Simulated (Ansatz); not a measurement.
A structure relaxed at r2SCAN-D4/def2-SVP in Ansatz, charge 1, doublet:

```csv
atom,x (Å),y (Å),z (Å)
Ti1,-0.4542,0.7407,-0.9354
Ti2,0.7681,-1.0013,0.1920
O3,-0.8515,0.9169,0.8573
O4,1.3168,0.4895,-0.6708
O5,-0.1469,-0.0874,1.5075
O6,-0.6322,-1.0584,-0.9507
```

(1) Give its formula and point group.

(2) Summarise the bond lengths by kind (pairs closer than 1.2 times the sum of covalent radii, bridged metal pairs left out).

Results:

(1) the cluster Ti2O4⁺. Point group C2v (tolerance 0.1 Å).

(2) 8 × O–Ti 1.81 to 2.60 Å; 1 × O–O 1.39 Å.

The structure holds 1 bond(s) between oxygen atoms. The relaxation made no stability test and no search for a lower SCF solution. No other spin state of charge 1 was run. Another isomer (doublet) lies 1.28 eV lower at PBE0-D4/def2-TZVP; other spin states weren't run for this one.
